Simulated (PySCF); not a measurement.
The calculation used delta-SCF UKS SCAN, pcX-2 on the ionised atom, pcseg-1 elsewhere, spin-free X2C (PySCF). Geometries: PBE0-D3(BJ)/def2-SVP; isolated species, one conformer each. Values against the vacuum level.

Question: Rank by computed C 1s binding energy, lowest first.
A. C3 in `[CH2:1]=[CH:2][CH2:3][CH2:4][S-:5]`
B. C1 in `[CH3:1][P:2]([CH3:3])([CH3:4])=[NH:5]`
C. C3 in `[CH3:1][C@@H:2]1[CH2:3][C@H:4]1[S-:5]`
D. C4 in `[CH3:1][S:2][GaH:3][CH3:4]`

Answer: C (285.58 eV), A (286.11 eV), D (290.04 eV), B (290.69 eV).

From the lowest up, the atoms are bonded to: 2 C and 2 H in a species of charge -1 (285.58); 2 C and 2 H in a species of charge -1 (286.11); 3 H and Ga (290.04); 3 H and P (290.69).

The basis sets have no added diffuse functions, a weakness for anions.
